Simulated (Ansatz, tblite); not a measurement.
Isomers of Ti2Te3 (singlet), found by a short tight-binding search and relaxed with PBE-D4/def2-SVP in Ansatz.

In the def2 sets Te takes a core potential; there is no spin–orbit coupling. The xTB rows come from tblite. HSE06 is defined as in plane-wave codes, on full-range PBE exchange.

Run but left out: HF/STO-3G (A: restricted singlet, unstable in another Hartree–Fock run and untested here); HF/def2-SVP, HF/def2-TZVP, MP2/def2-SVP, MP2/def2-TZVP, CCSD/def2-SVP, CCSD(T)/def2-SVP (A: restricted singlet, unstable towards broken spin symmetry); HF/def2-SVP, MP2/def2-SVP, CCSD/def2-SVP, CCSD(T)/def2-SVP (flagged by the program: large difference).

A: The restricted singlet is unstable towards broken spin symmetry in Hartree–Fock (as tested in another run); at PBE-D4/def2-SVP, PBE-D4/def2-TZVP, r2SCAN-D4/def2-TZVP, r2SCANh-D4/def2-TZVP and others this wasn't settled. B: The restricted singlet is unstable towards broken spin symmetry in Hartree–Fock (as tested in another run); at PBE-D4/def2-SVP, PBE-D4/def2-TZVP, r2SCAN-D4/def2-TZVP, r2SCANh-D4/def2-TZVP and others this wasn't settled. C: The restricted singlet is unstable towards broken spin symmetry in Hartree–Fock (as tested in another run); at PBE-D4/def2-SVP, PBE-D4/def2-TZVP, r2SCAN-D4/def2-TZVP, r2SCANh-D4/def2-TZVP and others this wasn't settled.

Other spin states weren't relaxed.

A:

Cartesian coordinates in Å:
```
Ti 0.8894 -0.4074 -0.6828
Ti -0.8894 0.4075 0.6828
Te -1.5461 -1.2678 -1.2573
Te 1.0295 -0.9443 1.9045
Te 0.5166 2.2121 -0.6472
```

B:

```xyz
5

Ti    0.368    0.735   -0.648
Ti   -0.687    0.774    1.525
Te    0.011   -1.066   -2.442
Te    1.954    0.672    1.441
Te   -1.647   -1.115    0.123
```

C:

| atom | x (Å) | y (Å) | z (Å) |
| --- | --- | --- | --- |
| Ti1 | 0.4651 | 0.8999 | -0.7329 |
| Ti2 | -0.9684 | -0.7510 | -0.2488 |
| Te3 | 0.7595 | -1.2950 | -2.1699 |
| Te4 | -1.2076 | 1.4721 | 1.4458 |
| Te5 | 0.9513 | -0.3259 | 1.7057 |

Q: Estimate their order by electronic energy at PBE0-D4/def2-TZVP, counted from the lowest.

A: A (0.0) < C (144.6) < B (221.5), in kJ/mol.

Q: Do the other levels pick the same lowest one?

A: All that were run do. Energies above each level's lowest (kJ/mol):

| level | A | B | C |
| --- | --- | --- | --- |
| GFN1-xTB | 0.0 | 95.9 | 64.3 |
| GFN2-xTB | 0.0 | 135.7 | 128.7 |
| PBE-D4/def2-SVP | 0.0 | 216.0 | 164.7 |
| PBE-D4/def2-TZVP | 0.0 | 201.8 | 148.3 |
| r2SCAN-D4/def2-TZVP | 0.0 | 222.2 | 163.7 |
| r2SCANh-D4/def2-TZVP | 0.0 | 226.8 | 159.7 |
| PBE0-D4/def2-SVP | 0.0 | 236.3 | 158.1 |
| PBE0-D4/def2-TZVP | 0.0 | 221.5 | 144.6 |
| HSE06-D4/def2-TZVP | 0.0 | 221.3 | 145.1 |
| CAM-B3LYP-D4/def2-TZVP | 0.0 | 219.0 | 140.5 |
Point groups (tolerance 0.1 Å): A D3h, B not assigned, C Cs. Lower isomers may exist. From def2-SVP to def2-TZVP the PBE0 values move by up to 14.8 kJ/mol, so results in the small set are rough.
